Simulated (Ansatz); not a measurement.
Calculated with Ansatz (gas phase, PBE0-D4/def2-TZVP geometries, no zero-point term in ΔE). CCSD(T)/CBS adds triple-zeta CCSD(T) − MP2 to the extrapolated MP2 energy (def2 sets, frozen cores). This one scheme is used for every species. Functionals use def2-TZVPP. def2 core potentials past Kr. For In outer-core shells are correlated without core-valence functions, which leaves a few kJ/mol of doubt a bond. One conformer a species, not always the lowest.

Consider the ligand exchange at the In–O bond: `C[O][In]([NH2])[SH]` + H–F → `[NH2][In]([F])[SH]` + CH₃OH.

Is it downhill or uphill in electronic energy at CCSD(T)/CBS, and by how much? (An estimate is asked.)

Ansatz gave: Downhill: ΔE = -8.3 kcal/mol.

What do these levels give: PBE-D4, r2SCAN-D4, PBE0-D4, ωB97X-V, r2SCAN, PBE0, HF/def2-TZVPP, CCSD(T)/def2-TZVPP, HF/def2-QZVPP, MP2/def2-QZVPP, SCS-MP2/def2-QZVPP, CCSD/CBS(def2)? (An estimate is asked.)

Ansatz gave: PBE-D4 -10.0, r2SCAN-D4 -10.8, PBE0-D4 -10.1, ωB97X-V -11.2, r2SCAN -11.2, PBE0 -11.3, HF/def2-TZVPP -13.8, CCSD(T)/def2-TZVPP -8.3, HF/def2-QZVPP -14.1, MP2/def2-QZVPP -7.4, SCS-MP2/def2-QZVPP -8.8, CCSD/CBS(def2) -9.1 kcal/mol.

Largest T1 diagnostic among the species: 0.015.

The D4 term adds +2.0 kcal/mol with B3LYP and +1.2 kcal/mol with PBE0; it sums over pairs of atoms, weighted by their polarisabilities, and B3LYP, whose exchange is more repulsive, gets the larger term. In def2-TZVPP, CCSD(T) changes the Hartree–Fock value by +5.5 kcal/mol (the triples alone add +0.8 kcal/mol) and MP2 by +6.5 kcal/mol.

B3LYP here is the variant with VWN-RPA as its local correlation; programs differ in this.
